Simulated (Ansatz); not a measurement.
Cl2H4O2Si2 can be A, `O[Si](Cl)(Cl)O[SiH3]`, or B, `O[Si@@H](Cl)[Si@@H](O)Cl`.

Program: Ansatz. Geometries: PBE0-D4/def2-TZVP. ΔE: electronic, gas phase. CCSD(T)/CBS adds triple-zeta CCSD(T) − MP2 to the extrapolated MP2 energy (def2 sets, frozen cores). DFT in def2-TZVPP. One conformer a species, not always the lowest.

A:

```xyz
10

O    -1.015    0.271   -2.209
Si   -0.755   -0.465   -0.793
Cl   -2.491   -0.657    0.259
Cl   -0.007   -2.341   -1.070
O     0.288    0.435    0.015
Si    1.201    0.667    1.365
H    -1.627   -0.133   -2.825
H     1.976    1.912    1.167
H     2.116   -0.486    1.546
H     0.312    0.796    2.545
```

B:

Z-matrix (Å, degrees):
```
Si
Cl 1 2.063
Si 1 2.343 2 106.2
O 1 1.636 2 111.8 3 117.8
H 1 1.477 2 107.3 3 -125.2
O 3 1.645 1 101.6 2 90.2
Cl 3 2.063 1 110.6 2 -152.1
H 3 1.484 1 116.9 2 -31.3
H 4 0.961 1 116.4 2 -79.9
H 6 0.959 3 119.3 1 -176.7
```

(1) Which isomer does CCSD(T)/CBS put lower? Give the gap. (Estimate.)

(2) Give E(B) − E(A) in kcal/mol with CCSD(T)/def2-TZVPP, B2PLYP, PBE-D4, MP2/def2-TZVPP, r2SCAN-D4, HF/def2-TZVPP, PBE0-D4. (An estimate is asked.)

Largest T1 diagnostic: 0.011.

Answers

(1) The calculation gave: A, by 32.7 kcal/mol.

(2) The calculation gave: CCSD(T)/def2-TZVPP 33.2, B2PLYP 32.8, PBE-D4 25.5, MP2/def2-TZVPP 34.5, r2SCAN-D4 31.5, HF/def2-TZVPP 38.7, PBE0-D4 28.5. None reverses the order clearly.

In def2-TZVPP, CCSD(T) changes the Hartree–Fock value by −5.5 kcal/mol (the triples alone add −0.9 kcal/mol) and MP2 by −4.2 kcal/mol. From PBE to PBE0 (25 % exact exchange), in def2-TZVPP and without D4, E(B) − E(A) moves by +3.1 kcal/mol.
